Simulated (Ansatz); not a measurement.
Cost and result for the atomization energy of `N[SiH2][O][GeH2][NH2]` (13 atoms, 12 bonds).

```xyz
13

N    -0.6912   -1.3078   -1.1315
Si   -1.4543    0.1596   -0.6483
O    -0.3457    1.3082   -0.3238
Ge    1.2851    1.1023    0.3864
N     1.3677   -0.2157    1.6434
H    -1.0755   -2.1827   -0.8129
H    -0.2980   -1.4065   -2.0543
H    -2.2519   -0.2142    0.5519
H    -2.3424    0.7444   -1.6866
H     2.2309    0.7350   -0.7638
H     1.5973    2.4444    1.0557
H     1.1246   -1.1308    1.2898
H     0.8537   -0.0363    2.4940
```

Charge 0, multiplicity 1. Correlated methods include outer-core shells of Ge, which these sets cover unevenly. Scalar relativity is left out up to krypton. The geometry is a stationary point of PBE0-D4/def2-TZVP. It is one conformer, not always the lowest. Program: Ansatz. All runs use 2 threads of an AMD EPYC 7R13 on a shared host and a share of an NVIDIA H100 80 GB. Times are those of one run each, without the atoms' runs, and a repeat can differ threefold. Electronic energies, without spin–orbit coupling; frozen cores. CCSD(T)/CBS adds CCSD(T) − MP2 in def2-TZVPP to the MP2 limit, and its time is that of the two runs behind it. T1 = 0.011. With those shells the extrapolation isn't a true limit. B3LYP takes the VWN-RPA correlation (the form of Gaussian; ORCA's B3LYP/G).

CCSD(T)/CBS is a level of theory with its own doubt, some kJ/mol a heavy atom from the limit and from the frozen cores, so smaller differences don't rank the functionals.

```csv
level,functions,wall time,atomization (kcal/mol),difference from CCSD(T)/CBS,per bond
PBE0-D4/def2-TZVPP,295,2.4 s,1028.0,-18.5,-1.5
B3LYP-D4/def2-TZVPP (with forces),295,2.4 s,1041.1,-5.4,-0.4
PBE-D4/def2-TZVPP (with forces),295,2.5 s,1046.1,-0.4,0.0
r2SCAN-D4/def2-TZVPP (with forces),295,2.5 s,1036.1,-10.4,-0.9
B2PLYP/def2-TZVPP,295,2.6 s,1029.5,-17.0,-1.4
ωB97X-V/def2-TZVPP,295,3.6 s,1049.3,2.8,0.2
ωB97M-V/def2-TZVPP (with forces),295,4.2 s,1043.5,-3.0,-0.3
MP2/def2-QZVPP,570,4.7 s,1043.4,-3.1,-0.3
CCSD(T)/def2-TZVPP,295,13 s,1015.3,-31.2,-2.6
CCSD(T)/CBS(def2),–,18 s,1046.5,0.0,0.0
```

From PBE to PBE0 (25 % exact exchange), in def2-TZVPP and without D4, the atomization energy moves by −17.1 kcal/mol: exact exchange takes away binding that semilocal exchange gives to molecules. The D4 term adds +11.3 kcal/mol with B3LYP and +6.0 kcal/mol with PBE0; it sums over pairs of atoms, weighted by their polarisabilities, and B3LYP, whose exchange is more repulsive, gets the larger term. In def2-TZVPP, CCSD(T) changes the Hartree–Fock value by +292.7 kcal/mol (the triples alone add +14.8 kcal/mol) and MP2 by +302.0 kcal/mol; breaking electron pairs costs correlation energy, which Hartree–Fock lacks.
